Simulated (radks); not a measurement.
Task: These are the eigenvalues of the occupied orbitals of an atom or ion with whole-number occupations (hartree). All-electron calculation, scalar-relativistic Kohn-Sham, SCAN, spin-polarised, spherical densities, finite nucleus; meta-GGA in the generalised Kohn-Sham scheme; Fermi nuclear charge, rms radius of each element as measured or else 0.836 A^(1/3) + 0.57 fm. Program: a radial shooting solver on a logarithmic mesh with Libxc functionals.

1s up: -267.7199
1s down: -267.6695
2s up: -39.96821
2s down: -39.93498
2p up: -35.44407
2p down: -35.38767
3p up: -10.10472
3p down: -9.93414
4p up: -4.47612

Which element is it, and in what charge state? The configuration may be excited. Open shells, if any, are filled with parallel spins first.

Result: Z = 26, iron, charge +9: Fe9+ in [Ne] 3p5 4p2. The list shows which subshells hold electrons but not how many an open one holds; the 1s level, -267.72 hartree, gives Z - s = 23.1 by -(Z - s)^2/2, which with screening and relativity narrows Z to a few neighbours, and the depths of the outer levels then fix element, charge and occupations together.
